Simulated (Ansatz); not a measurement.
GaH₇OSi₂ (`[SiH3]O[SiH2][GaH2]`), relaxed with RKS PBE0-D4/def2-TZVP in Ansatz from a GFN2-xTB geometry. The force threshold is 0.005 eV/Å; the program also tests the step.

Total charge 0; spin multiplicity 1.

Start:

```xyz
11

Si   -1.864   -0.315   -0.196
O    -0.571   -0.012   -1.113
Si    1.049    0.239   -1.053
Ga    1.591    0.203    1.305
H    -2.278   -1.681   -0.496
H    -2.843    0.703   -0.558
H    -1.402   -0.179    1.210
H     1.594   -0.849   -1.888
H     1.212    1.523   -1.763
H     1.821   -1.111    2.239
H     1.691    1.479    2.312
```

```tsv
step	energy (eV)	largest force (eV/Å)	largest move (Å)
1	-70281.3029	0.985	0.000
2	-70281.5034	0.350	0.195
3	-70281.5250	0.190	0.051
4	-70281.5280	0.147	0.015
5	-70281.5329	0.072	0.036
6	-70281.5398	0.105	0.079
7	-70281.5588	0.318	0.198
8	-70281.5803	0.660	0.192
9 (rejected)	-70281.5741	0.698	0.194
10	-70281.5984	0.319	0.096
11	-70281.6057	0.103	0.100
12	-70281.6064	0.033	0.056
13	-70281.6073	0.013	0.034
14	-70281.6076	0.013	0.019
15	-70281.6078	0.015	0.036
16	-70281.6078	0.011	0.022
17	-70281.6078	0.009	0.010
18	-70281.6078	0.005	0.003
```

End:

```xyz
11

Si   -1.651   -0.276   -0.154
O    -0.586   -0.038   -1.360
Si    1.056    0.227   -1.136
Ga    1.214    0.157    1.291
H    -2.260   -1.625   -0.204
H    -2.689    0.779   -0.110
H    -0.886   -0.192    1.163
H     1.792   -0.835   -1.877
H     1.399    1.522   -1.786
H     1.531   -1.192    2.035
H     1.079    1.475    2.139
```

Hardware: 4 threads of an Intel Xeon on a shared host. Wall time 54 s, peak host memory 0.64 GiB.
